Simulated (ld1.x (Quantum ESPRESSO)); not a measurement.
# Transferability test, RRKJ potential for Al (Z = 13)

aluminium (Al), norm-conserving RRKJ (Kleinman–Bylander form), made with ld1.x (Quantum ESPRESSO) 7.5 (PBE, scalar-relativistic). Core [Ne], reference 3s2 3p1. Waves: 3s (bound): rc 2.10 bohr; 3p (bound): rc 2.95 bohr. Local part: all-electron potential smoothed inside 2.35 bohr (lloc = -1). Core correction: Bessel-smoothed model core inside 1.25 bohr. rho0 = 0.01.

Energies are relative to the spin-unpolarised reference configuration 3s2 3p1; without spin polarisation the order of configurations can differ from experiment.

```tsv
valence configuration	charge	ΔE all-electron (eV)	error AE − PS (meV)
3s2 3p0	+1	5.761	+3.3
3s2 3p0.5	+0.5	2.086	+0.4
3s0 3p3	0	10.451	-19
3s2 3p1.3	-0.3	-0.575	+0.1
3s1 3p2	0	5.139	-4.2
3s1 3p1	+1	11.571	+0.8
```

Q: What are ΔE and the potential's error for 3s1 3p0?

A: ΔE = 24.987 eV all-electron; the error (AE − PS) is +25 meV.
